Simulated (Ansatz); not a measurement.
Input and output for `CC(=N)[SiH3]`.

```yaml
crystal:
  periodic: [false, false, false]
  atoms:
    - {symbol: C, position_ang: [-0.872004, 1.262951, -0.047167]}
    - {symbol: C, position_ang: [-0.395180, -0.098655, 0.355151]}
    - {symbol: N, position_ang: [-1.062316, -0.751530, 1.219679]}
    - {symbol: Si, position_ang: [1.186341, -0.774313, -0.454348]}
    - {symbol: H, position_ang: [-0.104816, 2.015703, 0.160486]}
    - {symbol: H, position_ang: [-1.784433, 1.516178, 0.494268]}
    - {symbol: H, position_ang: [-1.065593, 1.299972, -1.123964]}
    - {symbol: H, position_ang: [-0.639697, -1.661143, 1.410677]}
    - {symbol: H, position_ang: [1.447648, -2.124018, 0.110822]}
    - {symbol: H, position_ang: [2.338752, 0.124137, -0.175608]}
    - {symbol: H, position_ang: [1.016901, -0.866481, -1.929394]}
basis:
  gaussian: {orbitals: "6-31G*"}
hamiltonian: {xc: {name: PBE0-DH}}
accuracy: high
output: {forces: true}
```

```sh
$ ansatz run in.yaml --threads 2 --pin off --events-out ev --progress --plain --max-ram 4352MiB
```

Output, abridged:

```
Functional definition: PBE0-DH
  name "PBE0-DH"
  cite "Brémond & Adamo, J. Chem. Phys. 135, 024106 (2011) doi:10.1063/1.3604569"
  cite "Perdew, Burke & Ernzerhof, Phys. Rev. Lett. 77, 3865 (1996) doi:10.1103/PhysRevLett.77.3865"
  parameter a = 1/2
  parameter c = 1/8
  exchange = (1 - a)*pbe_x + a*exact_x
  correlation = (1 - c)*pbe_c + c*(mp2_os + mp2_ss)
1850 factors; integrals over basis functions are off by at most 3.7e-9 eV
mean field evaluation 1: about -11539.7354 eV, gradient 3.8e1 eV
mean field evaluation 2: about -11540.1228 eV, gradient 3.8e1 eV
mean field evaluation 4: about -11543.3122 eV, gradient 6.4e0 eV
mean field evaluation 8: about -11543.4182 eV, gradient 3.3e-1 eV
mean field evaluation 16: about -11543.4186 eV, gradient 3.0e-5 eV
mean field -11543.41857778 eV, -424.2128083232 hartree, gradient 9.9e-8 eV, S^2 0.000000; 0 other end points of the search recorded, 0 dependent functions left out
8 core orbitals not correlated: weight in the atoms' cores, before any rotation towards them, 1.000 or more for the frozen orbitals, at most 0.000 for the correlated occupied ones
reference -11543.41857933 eV, -424.2128083803 hartree; 12, 12 occupied and 58, 58 virtual orbitals, 1850 factors
second order -17.01654243 eV of doubles, -0.00000000 eV of singles
the calculation of the forces begins
Total energy: -11545.54564713 eV, -424.2909766803 hartree
Atom 0 at    -0.872004     1.262951    -0.047167 Å, force     0.010052     0.089884    -0.057406 eV/Å
Atom 1 at    -0.395180    -0.098655     0.355151 Å, force     0.191698    -0.042957    -0.119701 eV/Å
Atom 2 at    -1.062316    -0.751530     1.219679 Å, force    -0.208130    -0.098951     0.211438 eV/Å
Atom 3 at     1.186341    -0.774313    -0.454348 Å, force     0.073356     0.046382    -0.081484 eV/Å
Atom 4 at    -0.104816     2.015703     0.160486 Å, force    -0.050813    -0.024451     0.008702 eV/Å
Atom 5 at    -1.784433     1.516178     0.494268 Å, force     0.038604    -0.024741    -0.015120 eV/Å
Atom 6 at    -1.065593     1.299972    -1.123964 Å, force    -0.016596     0.000898     0.054587 eV/Å
Atom 7 at    -0.639697    -1.661143     1.410677 Å, force    -0.010498     0.068799    -0.030298 eV/Å
Atom 8 at     1.447648    -2.124018     0.110822 Å, force    -0.005244     0.046655    -0.022625 eV/Å
Atom 9 at     2.338752     0.124137    -0.175608 Å, force    -0.036558    -0.049731    -0.007276 eV/Å
Atom 10 at     1.016901    -0.866481    -1.929394 Å, force     0.014129    -0.011788     0.059182 eV/Å
Dipole moment:     0.256988     0.026593    -0.207279 e Å
```

Hardware: 2 threads of an Arm Neoverse V1 on a shared host. Wall time 15 s, peak host memory 0.29 GiB.
